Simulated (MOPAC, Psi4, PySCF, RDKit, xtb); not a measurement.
Relaxed torsion scan: SMILES Clc1cc(ccc1)-c1ccccc1 (C12H9Cl). Scanned: dihedral C5–C6–C7–C8; all other coordinates were relaxed at GFN2-xTB. Points at φ and −φ are mirror images.

Geometry of the scan point at 80° (Å):
```
22

Cl    -3.5264     2.3681    -1.5509
C     -2.7412     1.0900    -0.6869
C     -3.5050     0.1673     0.0091
C     -2.8658    -0.8486     0.6986
C     -1.4855    -0.9422     0.6905
C     -0.7244    -0.0173    -0.0152
C      0.7533    -0.0964    -0.0093
C      1.4134    -0.9992    -0.8341
C      2.7957    -1.0577    -0.8391
C      3.5299    -0.2131    -0.0237
C      2.8777     0.6934     0.7950
C      1.4957     0.7564     0.7988
C     -1.3596     1.0107    -0.7012
H     -4.5806     0.2462     0.0112
H     -3.4521    -1.5697     1.2481
H     -0.9891    -1.7353     1.2298
H      0.8367    -1.6559    -1.4696
H      3.3012    -1.7624    -1.4831
H      4.6089    -0.2598    -0.0279
H      3.4473     1.3559     1.4303
H      0.9828     1.4643     1.4339
H     -0.7770     1.7382    -1.2454
```

- MMFF94 // GFN2-xTB (RDKit)
- PBE0/def2-SVP // GFN2-xTB (Psi4)
- PBE0-D3(BJ)/def2-SVP // GFN2-xTB (Psi4)
- PBE/def2-SVP // GFN2-xTB (Psi4)
- PBE-D3(BJ)/def2-SVP // GFN2-xTB (Psi4)
- PM6, restricted, heats of formation // GFN2-xTB (MOPAC)
- GFN1-xTB // GFN2-xTB (xtb)
- RKS-B3LYP/6-31G* = restricted B3LYP/6-31G*, spherical d, density fitting // GFN2-xTB (PySCF)

Least-squares fit of E(φ) = a0 + Σ (a_n cos nφ + b_n sin nφ), n = 1 to 4, to the 18 scan points, in kJ/mol above the lowest point of each profile (levels whose profile four harmonics don't fit are not listed):

```csv
method,a0,a1,b1,a2,b2,a3,b3,a4,b4,rms of fit
MMFF94,5.21,-0.04,0.00,7.75,0.00,-0.01,0.00,4.63,0.00,1.02
PBE0/def2-SVP,4.12,0.01,0.00,-2.63,0.00,-0.02,0.00,3.81,0.00,0.35
PBE0-D3(BJ)/def2-SVP,4.23,0.01,0.00,-2.72,0.00,-0.01,0.00,3.91,0.00,0.36
PBE/def2-SVP,4.08,0.01,0.00,-3.89,0.00,-0.02,0.00,3.56,0.00,0.23
PBE-D3(BJ)/def2-SVP,4.23,0.01,0.00,-4.12,0.00,-0.02,0.00,3.69,0.00,0.24
PM6,2.60,0.00,0.00,3.80,0.00,0.01,0.00,2.09,0.00,0.24
GFN1-xTB,3.57,0.01,0.00,-0.55,0.00,-0.01,0.00,3.60,0.00,0.52
RKS-B3LYP/6-31G*,4.57,0.00,0.00,-2.03,0.00,-0.02,0.00,4.43,0.00,0.65
```
